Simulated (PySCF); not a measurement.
Species: C9H8 (charge +1 and doublet state).
Geometry (GFN2-xTB, Å), atoms numbered from 1 in this order:
```xyz
17
C9H8 angstrom
C      3.811    0.034   -0.156
C      2.402    0.029   -0.055
C      1.181    0.017    0.034
C     -0.199    0.000    0.137
C     -0.930    1.220    0.171
C     -2.298    1.188    0.269
C     -2.969   -0.040    0.339
C     -2.260   -1.247    0.310
C     -0.892   -1.240    0.209
H      4.240    0.595    0.682
H      4.213   -0.979   -0.170
H      4.115    0.570   -1.062
H     -0.393    2.155    0.118
H     -2.861    2.108    0.293
H     -4.046   -0.055    0.415
H     -2.794   -2.183    0.366
H     -0.327   -2.159    0.183
```

The species is `C[C+]=[C]c1ccccc1` [radical] (charge +1).

Computed, not measured: UKS B3LYP, pcH-1 on C H, non-relativistic, mean-field spin-orbit, GIAO in PySCF 2.14.0. Isolated species at its GFN2-xTB geometry, gas phase. A GFN2-xTB geometry isn't a minimum of the functional, and hyperfine couplings can be far from their values at a DFT geometry, by a factor of two or more for some ions and for spin on atoms past the first row. Stability of the SCF solution: not tested.

The largest Mulliken spin populations are on C2 (+0.37), C7 (+0.31), C4 (+0.18) and C9 (+0.10). Three atoms exceed +0.15.

Task: Test a(H) = Q·ρ(C) for the protons on planar carbons with a spin population beyond ±0.08.

Result: 
```csv
H,C,ρ(C),a(H) (G),a/ρ (G)
H13,C5,+0.101,-2.85,-28.3
H15,C7,+0.306,-6.97,-22.7
H17,C9,+0.102,-2.87,-28.2
```

A least-squares line through the origin gives Q = -23.7 G with Mulliken populations. In every row coupling and population have opposite signs.

Couplings in gauss use g_iso = 2.0032.

The SMILES draws the unpaired electron on C3; the largest computed Mulliken spin population is on C2 (0.37 against 0.04).
